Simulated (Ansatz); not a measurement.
Reactions of C10H12O2Ti, SMILES `[OH][Ti]12345678([OH])([CH]9[CH]1[CH]2[CH]3[CH]94)[CH]1[CH]5[CH]6[CH]7[CH]18`.

Isolated molecules relaxed with PBE0-D4/def2-TZVP in Ansatz; ΔE leaves out vibrations. CCSD(T)/CBS adds triple-zeta CCSD(T) − MP2 to the extrapolated MP2 energy (def2 sets, frozen cores). This one scheme is used for every species. For Ti outer-core shells are correlated without core-valence functions, which leaves a few kJ/mol of doubt a bond. Scalar relativity is left out up to krypton. Each species was taken in one conformer, which may not be the lowest.

Order these by ΔE at CCSD(T)/CBS, lowest first. (Estimate.)
A. `[OH][Ti]12345678([OH])([C@H]9[C@@H]1[C@@H]2[C@@H]3[C@H]94)[C@H]1[C@@H]5[C@@H]6[C@@H]7[C@H]18` + HCl → `[OH][Ti]12345678([Cl])([C@H]9[C@@H]1[C@@H]2[C@@H]3[C@H]94)[C@H]1[C@@H]5[C@@H]6[C@@H]7[C@H]18` + H₂O
B. `[OH][Ti]12345678([OH])([C@H]9[C@@H]1[C@@H]2[C@@H]3[C@H]94)[C@H]1[C@@H]5[C@@H]6[C@@H]7[C@H]18` + H–F → `[OH][Ti]12345678([F])([C@H]9[C@@H]1[C@@H]2[C@@H]3[C@H]94)[C@H]1[C@@H]5[C@@H]6[C@@H]7[C@H]18` + H₂O
C. `[OH][Ti]12345678([OH])([C@H]9[C@@H]1[C@@H]2[C@@H]3[C@H]94)[C@H]1[C@@H]5[C@@H]6[C@@H]7[C@H]18` + `F[SiH2][NH][AlH2]` → `[OH][Ti]12345678([F])([C@H]9[C@@H]1[C@@H]2[C@@H]3[C@H]94)[C@H]1[C@@H]5[C@@H]6[C@@H]7[C@H]18` + `O[SiH2][NH][AlH2]`
D. `[OH][Ti]12345678([OH])([C@H]9[C@@H]1[C@@H]2[C@@H]3[C@H]94)[C@H]1[C@@H]5[C@@H]6[C@@H]7[C@H]18` + CH₄ → `[CH3][Ti]12345678([OH])([C@H]9[C@@H]1[C@@H]2[C@@H]3[C@H]94)[C@H]1[C@@H]5[C@@H]6[C@@H]7[C@H]18` + H₂O

A (-67.6 kJ/mol), B (-54.2 kJ/mol), C (-5.1 kJ/mol), D (+108.8 kJ/mol).

Largest T1 diagnostic: 0.019, for `[OH][Ti]12345678([OH])([C@H]9[C@@H]1[C@@H]2[C@@H]3[C@H]94)[C@H]1[C@@H]5[C@@H]6[C@@H]7[C@H]18`.
